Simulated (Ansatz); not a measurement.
`C/C(F)=C/CF` + `N[Si](O)(O)O` → `CO[Si](N)(O)O` + `F/C=C\CF`  (substitution at a C–C bond)

Computed with Ansatz on PBE0-D4/def2-TZVP structures; ΔE is electronic, products minus reactants. CCSD(T)/CBS is the MP2 limit (def2-TZVPP, def2-QZVPP) plus CCSD(T) − MP2 in def2-TZVPP, frozen cores. Double bonds are as drawn, so ΔE can hold a change between cis and trans. Functionals use def2-TZVPP. Each species was taken in one conformer, which may not be the lowest.

Q: Is it downhill or uphill in electronic energy at CCSD(T)/CBS, and by how much? (Best estimate.)

A: Ansatz gave: Uphill: ΔE = +83.9 kJ/mol.

Q: What do these levels give: PBE0-D4, B2PLYP, HF/def2-TZVPP, CCSD/def2-TZVPP, MP2/def2-QZVPP, CCSD/CBS(def2)? (Estimate.)

A: Computed: PBE0-D4 84.2, B2PLYP 81.0, HF/def2-TZVPP 72.5, CCSD/def2-TZVPP 80.8, MP2/def2-QZVPP 89.5, CCSD/CBS(def2) 83.0 kJ/mol.

Largest T1 diagnostic among the species: 0.012.

In def2-TZVPP, CCSD(T) changes the Hartree–Fock value by +9.1 kJ/mol (the triples alone add +0.9 kJ/mol) and MP2 by +15.9 kJ/mol.
